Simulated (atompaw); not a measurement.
## Before and after: PAW (atompaw) potential for caesium (Cs)

```json
{
  "Element": "caesium",
  "Generator": "atompaw 4.2.0.5",
  "Type": "PAW",
  "Functional": "LDA (PW92)",
  "Relativity": "scalar-relativistic",
  "Frozen core": "[Kr] 4d10",
  "Valence charge": "9",
  "Reference configuration": "5s2 5p6 5d0 6s0 6p1",
  "Partial waves": "5s (bound): rc 2.45 bohr; 6s (bound, empty): rc 3.00 bohr; 5p (bound): rc 2.25 bohr; 6p (bound): rc 3.00 bohr; 5d (bound, empty): rc 3.00 bohr; 5d channel at 0.3 Ry: rc 3.00 bohr",
  "Local potential": "bessel scheme, radius 2.75 bohr",
  "Core correction": "smooth core density matched at 2.15 bohr",
  "Augmentation charge": "sinc compensation charge, radius 2.20 bohr; PAW radius 3.00 bohr; waves and projectors: modrrkj vanderbiltortho"
}
```

All-electron outer shells of the reference configuration (LDA (PW92), scalar-relativistic, ld1.x):

| shell | level (eV) | outermost node (bohr) | outermost maximum (bohr) |
| --- | --- | --- | --- |
| 4p | -161.78 | 0.36 | 0.67 |
| 4d | -75.55 | 0.33 | 0.72 |
| 5s | -28.18 | 0.82 | 1.54 |
| 5p | -14.85 | 0.89 | 1.76 |
| 6s | -2.84 | 2.09 | 4.50 |
| 6p | -1.32 | 2.58 | 6.55 |
| 5d | -1.22 | 1.05 | 3.06 |

Change: augmentation sinc compensation charge, radius 2.20 bohr; PAW radius 3.00 bohr; waves and projectors: custom rrkj vanderbiltortho.

Cutoffs: the cutoffs (Ry, on a coarse ladder) from which the occupation-weighted sum of valence levels, in a spherical-Bessel basis at the reference potential, stays within 10 and 1 mRy of its value at 400 Ry; they do not see the model core or the augmentation charge, which bear on the density cutoff.

Task: What does the change do?

Result: The potential gets harder (10 Ry and 15 Ry → 15 Ry and 18 Ry); the range in which the p phases agree narrows (upper end at the end of the scan → 1.6); neither file shows a bound ghost.

| quantity | base | changed |
| --- | --- | --- |
| cutoff, loose | 10 Ry | 15 Ry |
| cutoff, tight | 15 Ry | 18 Ry |
| loose cutoff by channel (10 mRy a level) | s 6 Ry, p 8 Ry | s 6 Ry, p 10 Ry |
| bound ghosts | none | none |
| s: phases at 3.00 bohr within 0.05 rad from the reference energy up to (Ry; the scan ends near 5) | 3.6 | 3.2 |
| p: phases at 3.00 bohr within 0.05 rad from the reference energy up to (Ry; the scan ends near 5) | to the end of the scan | 1.6 |
| d: phases at 3.00 bohr within 0.05 rad from the reference energy up to (Ry; the scan ends near 5) | 2.8 | 3.6 |
| lowest overlap eigenvalue by channel | s 0.53, p 0.81, d 0.00 | s 0.10, p 0.15, d 0.95 |

 The cutoffs see the waves, projectors and local potential, not the compensation charge or the core.
